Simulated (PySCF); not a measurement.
# What a mistake does to a calculation on BCH3NO anion

Calculated results; nothing here was measured. The program is PySCF 2.14.0, an open-source quantum chemistry code, run on an isolated molecule that a program drew, which may never have been made. The molecule is BCH3NO anion (charge -1, singlet), drawn as the SMILES string `NB=C[O-]`.

Each row is a Hartree-Fock (HF) and frozen-core CCSD(T) single point in the aug-cc-pVDZ basis, meant for a local HF minimum. Run 1 is clean. Each other run has one planted mistake out of seven kinds, and not every kind appears here: one electron removed, one electron added, multiplicity raised by two, geometry at a saddle point, minimal basis STO-3G, one bond length entered in bohr, all coordinates scaled. The reference is restricted for singlets and unrestricted otherwise, and also for a bond in bohr. Adding or removing an electron swaps singlet and doublet. Electrons count all cores. HOMO and LUMO are orbital energies over both spins, the gradient is its largest component, and the lowest frequency (negative if imaginary) is given only where the gradient is small. Bond lengths are over the 6 bonds as drawn. T1 is the CCSD diagnostic: over 0.02 (restricted) or 0.045 (unrestricted) a single reference is doubtful.

Geometry of the clean run:
```xyz
7
BCH3NO anion, angstrom
N     2.1204    2.1407   -0.3409
B     1.0001    1.8704    0.4976
C    -0.3917    2.3529   -0.0446
O    -0.9977    3.3987    0.1308
H     2.0839    2.7002   -1.1730
H     3.0431    1.8673   -0.0957
H    -0.9340    1.5485   -0.6135
```

| run | electrons | basis functions | <S^2> | HOMO (eV) | LUMO (eV) | gradient (hartree/bohr) | lowest frequency (cm^-1) | mean bond (Å) | longest bond (Å) | T1 | HF (hartree) | CCSD(T) (hartree) | mistake |
|---|---|---|---|---|---|---|---|---|---|---|---|---|---|
| 1 | 30 | 119 | 0.000 | -1.10 | 3.80 | 3.8e-05 | 159 | 1.2229 | 1.570 | 0.0215 | -193.58682 | -194.24312 | no fault |
| 2 | 30 | 119 | 0.699 | -1.51 | 3.75 | 6.2e-02 | - | 1.3897 | 2.125 | 0.0657 | -193.50102 | -194.17092 | one bond length entered in bohr |
| 3 | 30 | 119 | 0.000 | -1.38 | 3.79 | 7.7e-02 | - | 1.2840 | 1.648 | 0.0237 | -193.56961 | -194.23988 | ? |
| 4 | 30 | 119 | 2.059 | 0.63 | 3.38 | 4.3e-02 | - | 1.2229 | 1.570 | 0.0393 | -193.57666 | -194.20043 | ? |

**Which mistake was planted in run 3, and what did it cost?**

The mean and the longest bond both change by the same factor, 1.050, and the gradient is no longer small. So the mistake is: all coordinates scaled. Subtracting run 1 and multiplying by 627.51 kcal/mol a hartree, the energy moved by 10.8 kcal/mol in HF and 2.0 kcal/mol in CCSD(T).

**Which mistake was planted in run 4, and what did it cost?**

Electrons, basis and geometry are unchanged, and <S^2> is 2.059, beside S(S+1) = 2.00 for a multiplicity of 3. So the mistake is: multiplicity raised by two. Subtracting run 1 and multiplying by 627.51 kcal/mol a hartree, the energy moved by 6.4 kcal/mol in HF and 26.8 kcal/mol in CCSD(T).

Cautions from the logs. Run 1: T1 is over the limit, so its CCSD(T) energy is less reliable; run 2: T1 is over the limit, so its CCSD(T) energy is less reliable; run 3: T1 is over the limit, so its CCSD(T) energy is less reliable; run 4: the HOMO is above zero, so the electron isn't bound and the energy depends on the basis.
